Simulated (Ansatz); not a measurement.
Ansatz (a quantum-chemistry and plane-wave program) input (B3LYP-D3(BJ)/def2-TZVP):

Ansatz 0.2 input:
```yaml
crystal:
  periodic: [false, false, false]
  atoms:
    - {symbol: Co, position_ang: [0.00000000, 0.00000000, 0.00000000]}
    - {symbol: I, position_ang: [-0.00000000, -0.00000000, -2.43103595]}
    - {symbol: I, position_ang: [0.00000000, 0.00000000, 2.43103595]}
basis:
  gaussian:
    orbitals: def2-TZVP
hamiltonian:
  xc: b3lyp
  dispersion: d3bj
magnetization: {spin_polarized: true, initial_magnetization: 3}
phonons: {temperatures: {t_min: 298.15, t_max: 298.15, t_step: 100}}
```

Output:

```
Functional definition: B3LYP
integrals: 0.13 GiB planned
1469 factors; integrals over basis functions are off by at most 3.0e-4 eV
mean field: 1.41 GiB planned
mean field evaluation 1: about -53782.3520 eV, gradient 1.4e2 eV
mean field evaluation 2: about -53043.6923 eV, gradient 3.6e2 eV
mean field evaluation 4: about -53818.3732 eV, gradient 7.3e1 eV
mean field evaluation 8: about -53838.4989 eV, gradient 3.6e0 eV
mean field evaluation 16: about -53838.5854 eV, gradient 1.8e-2 eV
mean field evaluation 32: about -53782.3520 eV, gradient 1.4e2 eV
mean field -53838.58547868 eV, -1978.5315232377 hartree, gradient 9.4e-6 eV, S^2 3.762404; 4 other end points of the search recorded, 0 dependent functions left out
the calculation of the forces begins
reference -53838.58568836 eV, -1978.5315309430 hartree; 40, 37 occupied and 105, 108 virtual orbitals, 1469 factors
these checks for a lower state are left out or cut short: stability, starts, cluster_reference, orbital_swaps, neighbouring_geometries, increment
integrals: 0.13 GiB planned
1469 factors; integrals over basis functions are off by at most 3.0e-4 eV
mean field: 1.41 GiB planned
mean field evaluation 64: about -53838.5427 eV, gradient 1.8e-1 eV
mean field -53838.58547747 eV, -1978.5315231929 hartree, gradient 1.4e-6 eV, S^2 3.762404; 0 other end points of the search recorded, 0 dependent functions left out
the calculation of the forces begins
reference -53838.58568714 eV, -1978.5315308983 hartree; 40, 37 occupied and 105, 108 virtual orbitals, 1469 factors
these checks for a lower state are left out or cut short: stability, starts, cluster_reference, orbital_swaps, neighbouring_geometries, increment
integrals: 0.13 GiB planned
1469 factors; integrals over basis functions are off by at most 3.0e-4 eV
mean field: 1.41 GiB planned
mean field -53838.58547747 eV, -1978.5315231929 hartree, gradient 1.4e-6 eV, S^2 3.762404; 0 other end points of the search recorded, 0 dependent functions left out
the calculation of the forces begins
reference -53838.58568714 eV, -1978.5315308983 hartree; 40, 37 occupied and 105, 108 virtual orbitals, 1469 factors
these checks for a lower state are left out or cut short: stability, starts, cluster_reference, orbital_swaps, neighbouring_geometries, increment
integrals: 0.13 GiB planned
1469 factors; integrals over basis functions are off by at most 3.0e-4 eV
mean field: 1.40 GiB planned
mean field -53838.58547747 eV, -1978.5315231929 hartree, gradient 1.2e-6 eV, S^2 3.762404; 0 other end points of the search recorded, 0 dependent functions left out
the calculation of the forces begins
reference -53838.58568714 eV, -1978.5315308983 hartree; 40, 37 occupied and 105, 108 virtual orbitals, 1469 factors
these checks for a lower state are left out or cut short: stability, starts, cluster_reference, orbital_swaps, neighbouring_geometries, increment
integrals: 0.13 GiB planned
1469 factors; integrals over basis functions are off by at most 3.0e-4 eV
mean field: 1.41 GiB planned
mean field -53838.58547747 eV, -1978.5315231929 hartree, gradient 1.2e-6 eV, S^2 3.762404; 0 other end points of the search recorded, 0 dependent functions left out
the calculation of the forces begins
reference -53838.58568714 eV, -1978.5315308983 hartree; 40, 37 occupied and 105, 108 virtual orbitals, 1469 factors
these checks for a lower state are left out or cut short: stability, starts, cluster_reference, orbital_swaps, neighbouring_geometries, increment
integrals: 0.13 GiB planned
1469 factors; integrals over basis functions are off by at most 3.0e-4 eV
mean field: 1.41 GiB planned
mean field evaluation 96: about -53838.5854 eV, gradient 2.9e-6 eV
mean field -53838.58541513 eV, -1978.5315209023 hartree, gradient 2.9e-6 eV, S^2 3.762404; 0 other end points of the search recorded, 0 dependent functions left out
the calculation of the forces begins
reference -53838.58562481 eV, -1978.5315286076 hartree; 40, 37 occupied and 105, 108 virtual orbitals, 1469 factors
these checks for a lower state are left out or cut short: stability, starts, cluster_reference, orbital_swaps, neighbouring_geometries, increment
integrals: 0.13 GiB planned
1469 factors; integrals over basis functions are off by at most 3.0e-4 eV
mean field: 1.41 GiB planned
mean field -53838.58541513 eV, -1978.5315209022 hartree, gradient 2.9e-6 eV, S^2 3.762404; 0 other end points of the search recorded, 0 dependent functions left out
the calculation of the forces begins
reference -53838.58562481 eV, -1978.5315286076 hartree; 40, 37 occupied and 105, 108 virtual orbitals, 1469 factors
these checks for a lower state are left out or cut short: stability, starts, cluster_reference, orbital_swaps, neighbouring_geometries, increment
integrals: 0.13 GiB planned
1469 factors; integrals over basis functions are off by at most 3.0e-4 eV
mean field: 1.40 GiB planned
mean field -53838.58547841 eV, -1978.5315232275 hartree, gradient 1.5e-6 eV, S^2 3.762404; 0 other end points of the search recorded, 0 dependent functions left out
the calculation of the forces begins
reference -53838.58568808 eV, -1978.5315309328 hartree; 40, 37 occupied and 105, 108 virtual orbitals, 1469 factors
these checks for a lower state are left out or cut short: stability, starts, cluster_reference, orbital_swaps, neighbouring_geometries, increment
integrals: 0.13 GiB planned
1469 factors; integrals over basis functions are off by at most 3.0e-4 eV
mean field: 1.40 GiB planned
mean field -53838.58547841 eV, -1978.5315232275 hartree, gradient 1.5e-6 eV, S^2 3.762404; 0 other end points of the search recorded, 0 dependent functions left out
the calculation of the forces begins
reference -53838.58568808 eV, -1978.5315309328 hartree; 40, 37 occupied and 105, 108 virtual orbitals, 1469 factors
these checks for a lower state are left out or cut short: stability, starts, cluster_reference, orbital_swaps, neighbouring_geometries, increment
integrals: 0.13 GiB planned
1469 factors; integrals over basis functions are off by at most 3.0e-4 eV
mean field: 1.41 GiB planned
mean field -53838.58547841 eV, -1978.5315232275 hartree, gradient 1.7e-6 eV, S^2 3.762404; 0 other end points of the search recorded, 0 dependent functions left out
the calculation of the forces begins
reference -53838.58568808 eV, -1978.5315309328 hartree; 40, 37 occupied and 105, 108 virtual orbitals, 1469 factors
these checks for a lower state are left out or cut short: stability, starts, cluster_reference, orbital_swaps, neighbouring_geometries, increment
integrals: 0.13 GiB planned
1469 factors; integrals over basis functions are off by at most 3.0e-4 eV
mean field: 1.41 GiB planned
mean field evaluation 128: about -53838.5855 eV, gradient 4.4e-2 eV
mean field -53838.58547841 eV, -1978.5315232275 hartree, gradient 1.7e-6 eV, S^2 3.762404; 0 other end points of the search recorded, 0 dependent functions left out
the calculation of the forces begins
reference -53838.58568808 eV, -1978.5315309328 hartree; 40, 37 occupied and 105, 108 virtual orbitals, 1469 factors
these checks for a lower state are left out or cut short: stability, starts, cluster_reference, orbital_swaps, neighbouring_geometries, increment
integrals: 0.13 GiB planned
1469 factors; integrals over basis functions are off by at most 3.0e-4 eV
mean field: 1.41 GiB planned
mean field -53838.58534488 eV, -1978.5315183204 hartree, gradient 2.5e-6 eV, S^2 3.762415; 0 other end points of the search recorded, 0 dependent functions left out
the calculation of the forces begins
reference -53838.58555450 eV, -1978.5315260239 hartree; 40, 37 occupied and 105, 108 virtual orbitals, 1469 factors
these checks for a lower state are left out or cut short: stability, starts, cluster_reference, orbital_swaps, neighbouring_geometries, increment
integrals: 0.13 GiB planned
1469 factors; integrals over basis functions are off by at most 3.0e-4 eV
mean field: 1.41 GiB planned
mean field -53838.58554757 eV, -1978.5315257693 hartree, gradient 2.5e-6 eV, S^2 3.762393; 0 other end points of the search recorded, 0 dependent functions left out
the calculation of the forces begins
reference -53838.58575729 eV, -1978.5315334764 hartree; 40, 37 occupied and 105, 108 virtual orbitals, 1469 factors
Total energy: -53838.78663522 eV, -1978.5389156042 hartree
Atom 0 at     0.000000     0.000000     0.000000 Å, force     0.000000     0.000000     0.000000 eV/Å
Atom 1 at    -0.000000    -0.000000    -2.431036 Å, force    -0.000000    -0.000000    -0.000071 eV/Å
Atom 2 at     0.000000     0.000000     2.431036 Å, force    -0.000000    -0.000000     0.000071 eV/Å
Dipole moment:    -0.000000     0.000000     0.000000 e Å
Vibrations: 47.23 47.23 150.38 340.18 cm⁻¹, zero-point energy 0.036267 eV
```

The spin state was set by rule; other spins were not relaxed.
